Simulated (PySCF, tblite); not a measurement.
Isomers of C8H17N. Computed values, GFN2-xTB/tblite, gas phase, harmonic and unscaled. Errors from tens to a few hundred cm⁻¹ against measured bands are possible. One conformer each.

Electronic energies: PBE0/pcSseg-1 single points on the GFN2-xTB geometries (PySCF, gas phase).

```json
{"SMILES": "C/N=C/C[C@H](C)C(C)C", "electronic energy, lowest = 0 (kJ/mol)": "34.5"}
{"SMILES": "CN(C)C1CCCCC1", "electronic energy, lowest = 0 (kJ/mol)": "0.0"}
{"SMILES": "C=C[C@@H](CC)[C@@H](C)NC", "electronic energy, lowest = 0 (kJ/mol)": "76.7"}
{"SMILES": "C=CC[C@@H](C)[C@H](C)CN", "electronic energy, lowest = 0 (kJ/mol)": "66.4"}
{"SMILES": "CCCC(C)(C)N1CC1", "electronic energy, lowest = 0 (kJ/mol)": "96.5"}
{"SMILES": "[H]/N=C/[C@@H](CC)C(C)(C)C", "electronic energy, lowest = 0 (kJ/mol)": "28.3"}
```

How do GFN2-xTB zero-point energies change the relative energies?

```tsv
SMILES	ZPE (kJ/mol)	of it from modes above 1550 cm⁻¹	electronic (kJ/mol)	with ZPE, lowest = 0 (kJ/mol)	lowest mode (cm⁻¹)	rings
CN(C)C1CCCCC1	628.4	301.4	0.0	0.0	69	1
[H]/N=C/[C@@H](CC)C(C)(C)C	617.6	318.3	28.3	17.6	58	0
C/N=C/C[C@H](C)C(C)C	615.6	314.2	34.5	21.7	42	0
C=CC[C@@H](C)[C@H](C)CN	618.3	330.0	66.4	56.4	27	0
C=C[C@@H](CC)[C@@H](C)NC	615.7	318.3	76.7	64.0	57	0
CCCC(C)(C)N1CC1	618.8	307.4	96.5	86.9	25	1
```

The zero-point energies span 12.8 kJ/mol, from `C/N=C/C[C@H](C)C(C)C` to `CN(C)C1CCCCC1`. The order is unchanged.

And how do the electronic energies of GFN2-xTB itself compare?

`CN(C)C1CCCCC1` 0.0; `[H]/N=C/[C@@H](CC)C(C)(C)C` 104.1; `C/N=C/C[C@H](C)C(C)C` 83.9; `C=CC[C@@H](C)[C@H](C)CN` 157.9; `C=C[C@@H](CC)[C@@H](C)NC` 136.2; `CCCC(C)(C)N1CC1` 91.3 kJ/mol, lowest = 0. Against the energies above, taken from the same isomer `CN(C)C1CCCCC1`, the largest difference is 91.5 kJ/mol.

What do entropy and thermal enthalpy add at 298.15 K and 1 bar (rigid rotor, harmonic oscillator, one conformer each)?

```json
{"SMILES": "CN(C)C1CCCCC1", "point group": "C1", "symmetry number": "1", "S (J/(mol K))": "395.7", "H − H(0) (kJ/mol)": "28.04", "ZPE + H − H(0) − TS (kJ/mol)": "538.4"}
{"SMILES": "[H]/N=C/[C@@H](CC)C(C)(C)C", "point group": "C1", "symmetry number": "1", "S (J/(mol K))": "436.5", "H − H(0) (kJ/mol)": "33.44", "ZPE + H − H(0) − TS (kJ/mol)": "520.9"}
{"SMILES": "C/N=C/C[C@H](C)C(C)C", "point group": "C1", "symmetry number": "1", "S (J/(mol K))": "449.3", "H − H(0) (kJ/mol)": "33.97", "ZPE + H − H(0) − TS (kJ/mol)": "515.6"}
{"SMILES": "C=CC[C@@H](C)[C@H](C)CN", "point group": "C1", "symmetry number": "1", "S (J/(mol K))": "451.5", "H − H(0) (kJ/mol)": "33.65", "ZPE + H − H(0) − TS (kJ/mol)": "517.4"}
{"SMILES": "C=C[C@@H](CC)[C@@H](C)NC", "point group": "C1", "symmetry number": "1", "S (J/(mol K))": "447.7", "H − H(0) (kJ/mol)": "34.01", "ZPE + H − H(0) − TS (kJ/mol)": "516.2"}
{"SMILES": "CCCC(C)(C)N1CC1", "point group": "C1", "symmetry number": "1", "S (J/(mol K))": "435.4", "H − H(0) (kJ/mol)": "32.15", "ZPE + H − H(0) − TS (kJ/mol)": "521.2"}
```
